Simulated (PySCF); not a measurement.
NMR data simulated for an unnamed compound:

1H NMR (500 MHz, computed): δ 5.61 (m, 2H), 4.27 (m, 2H), 2.67 (m, 6H), 0.10 (m, 3H).

13C{1H} NMR (computed): δ 130.3 (CH), 42.0 (CH3), -8.9 (CH3).

Relativity neglected, averaged over atoms made equivalent by symmetry, fast rotation or ring inversion, a single conformation, isolated molecule. Geometry: GFN2-xTB; shielding tensors at PBE0/pcSseg-1 (GIAO); PySCF 2.14.

Scale: 1H (σref 31.72) and 13C (σref 186.93) vs TMS (reference shieldings calculated alike).

Which of these does the molecule contain: a CH3CH2 unit, a Si–CH3 group, a non-aromatic C=C double bond, a three-membered ring, an N-methyl group, an S-methyl group?

Results:


- A CH3CH2 unit: no.
- A Si–CH3 group: yes (δC -8.9; δH 0.10 (m)).
- A non-aromatic C=C double bond: yes.
- A three-membered ring: no.
- An N-methyl group: yes (δC 42.0; δH 2.67 (m)).
- An S-methyl group: no.

The data belong to SMILES [SiH2](C)P1N(C)C=CN1C, C5H13N2PSi; they needn't prove each group on their own.

Carbon signals by region: 1 in the sp2 and nitrile region (100–160 ppm), 2 below 50 ppm.

Splittings by 31P in the carbon and heteronuclear signals aren't shown, as no couplings were computed. Shifts are as computed. Against solution values, carbons near 30 ppm lie about +3 ppm off and those near 130 ppm about +5 ppm. Of 1211 compounds with measured shifts, 218 miss one by over three times the rms of a fit or turn the order of signals round; such compounds aren't used in these exercises. No couplings were computed; multiplicities are counted from neighbouring protons, with m where these are inequivalent, close in shift, in a saturated or five-membered ring or joined by F or P, and br s for small geminal =CH2 splittings.
